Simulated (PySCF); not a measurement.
**Circular dichroism: `C[C@@H]1C[Si@@H]1C(F)(F)F`, C₄H₇F₃Si**

Molfile (atoms numbered from 1):
```
C4H7F3Si
     RDKit          3D

 15 15  0  0  0  0  0  0  0  0999 V2000
   -1.5775    0.7387    0.7102 C   0  0  0  0  0  0  0  0  0  0  0  0
   -0.9699    0.1644   -0.5491 C   0  0  2  0  0  0  0  0  0  0  0  0
   -0.5229   -1.3178   -0.5221 C   0  0  0  0  0  0  0  0  0  0  0  0
    0.8833   -0.1025   -0.7945 Si  0  0  2  0  0  4  0  0  0  0  0  0
    1.9585    0.2112    0.7912 C   0  0  0  0  0  0  0  0  0  0  0  0
    1.4489   -0.3438    1.9070 F   0  0  0  0  0  0  0  0  0  0  0  0
    3.2022   -0.2945    0.6527 F   0  0  0  0  0  0  0  0  0  0  0  0
    2.1265    1.5209    1.0699 F   0  0  0  0  0  0  0  0  0  0  0  0
   -0.9952    0.4639    1.5858 H   0  0  0  0  0  0  0  0  0  0  0  0
   -2.5906    0.3590    0.8410 H   0  0  0  0  0  0  0  0  0  0  0  0
   -1.6255    1.8240    0.6548 H   0  0  0  0  0  0  0  0  0  0  0  0
   -1.5400    0.4266   -1.4336 H   0  0  0  0  0  0  0  0  0  0  0  0
   -0.6267   -1.8184    0.4317 H   0  0  0  0  0  0  0  0  0  0  0  0
   -0.8720   -1.9339   -1.3376 H   0  0  0  0  0  0  0  0  0  0  0  0
    1.6965    0.1099   -1.9717 H   0  0  0  0  0  0  0  0  0  0  0  0
  1  2  1  0
  2  3  1  0
  3  4  1  0
  4  5  1  0
  5  6  1  0
  5  7  1  0
  5  8  1  0
  4  2  1  0
  1  9  1  0
  1 10  1  0
  1 11  1  0
  2 12  1  6
  3 13  1  0
  3 14  1  0
  4 15  1  6
M  END
```

Theory: TDDFT PBE0/def2-SVPD circular dichroism and optical rotation, one conformer, gas phase in PySCF. Geometry: GFN2-xTB.

States above about 7.2 eV (minus the energy of the highest occupied orbital) lie near or above the ionisation threshold and depend on the basis.

(1) Assign R or S to each stereocentre.

(2) Which excitations and rotatory strengths does the calculation give?

## Answers

(1) C2 R, Si4 S.

(2) Rotatory strengths R in 10⁻⁴⁰ esu² cm², velocity form and length form (origin at the centre of mass); f in length form.
```
state  E (eV)  λ (nm)      f  R (velocity)  R (length)                                  main
    1    6.22     199  0.122         +51.3       +50.7      HOMO→LUMO 0.67, HOMO→LUMO+1 0.18
    2    6.41     193  0.087         -62.9       -61.7      HOMO→LUMO+1 0.57, HOMO→LUMO 0.26
    3    6.57     189  0.019         -54.0       -52.3    HOMO→LUMO+2 0.68, HOMO→LUMO+1 0.23
    4    6.99     177  0.001          +8.3        +7.6    HOMO→LUMO+3 0.67, HOMO−1→LUMO 0.28
    5    7.16     173  0.007          +3.9        +2.7    HOMO−1→LUMO 0.59, HOMO→LUMO+3 0.31
    6    7.38     168  0.033          +5.9        +5.6    HOMO→LUMO+4 0.81, HOMO−1→LUMO 0.08
    7    7.69     161  0.011         +18.5       +17.6                      HOMO→LUMO+5 0.92
    8    7.79     159  0.007         -15.3       -15.4  HOMO→LUMO+6 0.47, HOMO−1→LUMO+1 0.46
    9    7.88     157  0.017          +3.0        +3.0                    HOMO−1→LUMO+2 0.87
   10    8.01     155  0.025         +28.8       +28.2  HOMO−1→LUMO+1 0.46, HOMO→LUMO+6 0.39
   11    8.17     152  0.034         +35.4       +35.5    HOMO→LUMO+7 0.72, HOMO−2→LUMO 0.17
   12    8.23     151  0.010          +2.9        +3.3    HOMO−2→LUMO 0.80, HOMO→LUMO+7 0.16
   13    8.39     148  0.029         +26.6       +26.7    HOMO→LUMO+8 0.80, HOMO→LUMO+9 0.10
   14    8.46     147  0.147         +58.5       +57.5                    HOMO−1→LUMO+3 0.79
   15    8.69     143  0.007         -12.5       -11.0                      HOMO→LUMO+9 0.78
   16    8.72     142  0.036         -26.9       -25.6  HOMO−1→LUMO+4 0.64, HOMO−3→LUMO 0.19
```

Among the states computed, the strongest CD band (largest |R|) is state 2. The largest dissymmetry factor in size, g = 4R/(D+G), with D and G the electric and magnetic dipole strengths, is +0.067 for state 4 (velocity form, f = 0.001), among bands with |R| over 0.5. The mirror image has the same energies and oscillator strengths and all R with the opposite sign.
